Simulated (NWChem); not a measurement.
Total energies of BN

```
B
N 1 1.3170
```
Charge 0, spin multiplicity 3.

The numbers come from NWChem runs, not from measurements. All single points use one geometry, from UPBE0/def2-SVP, a minimum by its harmonic frequencies.

Basis set: cc-pVQZ (110 functions).

```json
[
 {"method": "UHF", "total energy (Ha)": "-79.02073", "relative cost": "1"},
 {"method": "UMP2", "total energy (Ha)": "-79.25651", "relative cost": "under 3"},
 {"method": "UB2PLYP", "total energy (Ha)": "-79.38488", "relative cost": "under 3"},
 {"method": "UPBE", "total energy (Ha)": "-79.34063", "relative cost": "under 3"},
 {"method": "UB3LYP", "total energy (Ha)": "-79.44853", "relative cost": "under 3"},
 {"method": "UBP86", "total energy (Ha)": "-79.43977", "relative cost": "under 3"}
]
```

Total energies of different functionals aren't comparable as a measure of quality: only differences taken within one method are. The cost column gives rough processor time relative to UHF; each entry includes its own SCF.

The correlated methods keep 2 core orbitals frozen. B3LYP has NWChem's definition, with VWN1-RPA local correlation. This spin state was chosen for the runs; another may lie lower. The structure started from a generated list of species. The unpaired electrons of the parent sit in orbitals of symmetry a1 and b2 (C2v labels of the run); other states weren't searched. No SCF solution was tested for a lower state. Open-shell Hartree-Fock references start from PBE0 orbitals; any time given for them includes that run.
